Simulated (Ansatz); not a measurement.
Several settings on one geometry of the cluster SeS3⁻ (that of the charge -1 doublet, r2SCAN-D4/def2-SVPD). Ansatz on 2 threads of Intel Xeon 6975P-C on a shared host; times are rough.

```xyz
4

S     2.6738    0.1212   -0.2321
S    -0.8401    0.8158    0.0442
S    -2.6169   -0.0974    0.2224
Se    0.7832   -0.8396   -0.0345
```

Totals from different functionals, basis sets or treatments of relativity can't be compared as stabilities.

DK, ANO-RCC and x2c sets are all-electron and run with scalar relativity unless a key says otherwise.

The spins typed aren't always the lowest for that charge.

**Question.** Give the basis size and estimate the energy, ⟨S²⟩ and time of these runs.

| run | method | charge | state | further keys |
| --- | --- | --- | --- | --- |
| 1 | UKS r2SCANh-D3(BJ)-ATM/x2c-TZVPPall | -1 | doublet | nuclear_model: gaussian; point_charges: [{charge: 1.00, position_ang: [6.813, -0.370, 0.834]}]; scf: {omitted_lower_state_checks: [starts]}; forces asked |
| 2 | ROKS BHLYP-D3(BJ)/cc-pVTZ-DK | -1 | doublet | nuclear_model: gaussian |
| 3 | UKS BHLYP-D4/def2-TZVPP | -1 | doublet | forces asked |
| 4 | UKS B3LYP5/def2-SVPD | -1 | quartet | scf: {omitted_lower_state_checks: [starts]}; forces asked |

**Answer.** 
```
run  functions  energy (Eh)  ⟨S²⟩  wall time
  1        174   -3627.8286  0.75      8.5 s
  2        145   -3627.8148     –        8 s
  3        174   -3596.2330  0.76       15 s
  4        122   -3595.2642  3.76      3.7 s
```

The highest occupied level of an anion often lies above zero with these methods, and sets without diffuse functions describe the outer electron poorly.
